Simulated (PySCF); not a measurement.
C3H9F3Si2, SMILES C[Si]([Si](F)(F)F)(C)C, singlet, GFN2-xTB optimised geometry. Atoms within 1.6 Å of the plane z = 0.0 Å (x, y, z in Å): C1 (1.28, 1.36, 1.56), Si2 (0.65, 0.46, 0.00), C3 (1.28, 1.36, -1.56), C4 (1.28, -1.34, 0.00), Si5 (-1.65, 0.46, 0.00), F6 (-2.37, -0.25, -1.23), F7 (-2.37, 1.88, 0.00), F8 (-2.37, -0.25, 1.23), H9 (0.94, 2.39, 1.59), H10 (2.37, 1.38, 1.59), H12 (0.94, 2.39, -1.59), H14 (2.37, 1.38, -1.59), H15 (2.37, -1.37, 0.00), H16 (0.94, -1.88, 0.87), H17 (0.94, -1.88, -0.88).

Computed with PBE0/def2-SVP (PySCF). Cells within 0.4 Å of a nucleus heavier than hydrogen are left out (blank, or x).

Map of the deformation density (molecule minus spherical neutral atoms) (e/bohr³) on the plane z = 0.0 Å:

```
|1111111111111111111111111111111|
|1111111111111111111111111111111|
|1111111111111111111111111111111|
|1111111111111111111111111111111|
|1111111111111111111111111111111|
|1111111111111111111111111111111|
|1111111121111111111111111111111|
|1111111232111111111111111111111|
|111112xxx3111111111111111111111|
|111112xxx3211111001111111111111|
|1111124x44111110001111111111111|
|1111112442112221001111111111111|
|1111111111113432011000111111111|
|111111000xx25653xxx000011111111|
|111111000xx25653xxx000011111111|
|1111110000013432111211111111111|
|1111111100001221134431111111111|
|1111111110001111246632111111111|
|1111111111001111136744421111111|
|1111111111111111114xx8951011111|
|1111111111111111013xx8961011111|
|1111111111111111113323421111111|
|1111111111111111112101111111111|
|1111111111111111111101111111111|
|1111111111111111111111111111111|
|1111111111111111111111111111111|
|1111111111111111111111111111111|
|1111111111111111111111111111111|
|1111111111111111111111111111111|
|1111111111111111111111111111111|
|1111111111111111111111111111111|
```
Scale: ten equal steps from -0.018 (start of '0') to 0.082 (end of '9'), in the order '0123456789'; x runs from -4.50 to 4.50, y from -4.50 (bottom) to 4.50 (top).
